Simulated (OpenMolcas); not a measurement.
**Br+: from CASSCF to CASPT2**

```yaml
Program: OpenMolcas
Basis: ANO-R1 [5s4p3d1f]
Scalar_Hamiltonian: X2C, finite nucleus
Active_space: 4 electrons in 3 orbitals (4p)
State_averaging: 2S+1 = 3 even, 3 roots; 2S+1 = 1 even, 6 roots
Spin-orbit_coupling: state interaction with AMFI integrals over the reference wave functions, term energies averaged over their components
```

Methods on the same reference wave functions:
A. CASSCF
B. SS-CASPT2, IPEA 0.25 Eh, imaginary shift 0.1 Eh (closed shells correlated: 3d 4s)

Energies in cm⁻¹ above 4s² 4p⁴ ³P₂, the measured ground level; measured values from NIST Handbook of Basic Atomic Spectroscopic Data.

```json
{"Level": "4s² 4p⁴ ³P₂", "A": "0.0", "B": "0.0", "Measured": "0.0"}
{"Level": "4s² 4p⁴ ³P₁", "A": "2905", "B": "2930", "Measured": "3136"}
{"Level": "4s² 4p⁴ ³P₀", "A": "3756", "B": "3700", "Measured": "3837"}
{"Level": "4s² 4p⁴ ¹D₂", "A": "14425", "B": "13400", "Measured": "12089"}
{"Level": "4s² 4p⁴ ¹S₀", "A": "33488", "B": "29680", "Measured": "27867"}
```

Deviations, from unrounded energies. A percentage is the sum of absolute deviations over the sum of measured energies, with the sign that they share, or ± where signs differ.

```csv
Against measurement,Levels,A,B
mean absolute deviation (cm-1),4,2100,870
fine structure of the ground term (%),2,-4.5,-5.0
other terms of the ground configuration (%),2,+19.9,+7.8
```

B lies closest to measurement on these levels. The largest miss of B in the table is 4s² 4p⁴ ¹S₀, by +1800 cm-1. The ranking rests on the paired levels alone, and a cruder setting can come out closer through cancelling errors.

From A to B the spin-free energies of the other terms of 4s² 4p⁴ shown, above ³P, scale by factors of 0.88 to 0.92.

The lowest spin-free term lies below A's lowest term by 0.423 hartree in B.

Term energies are means over components that CASPT2 splits; among the terms shown or strongly mixed into the levels shown the widest spread is 130 cm-1 (4s² 4p⁴ ¹D, B). With the s shell closed, the reference lacks s² → p² mixing. Without dynamic correlation excited terms often stand tens of per cent too high (terms of higher spin than the ground term too low), and those without a measured partner can miss by more than the paired ones (holds for A). Computed and measured levels are paired by configuration, term and J; levels that our copy of the source lacks, or whose pairing is in doubt (as where it misses far off the trend of its configuration), stay unpaired and out of the deviations. Only configurations of the active space appear.
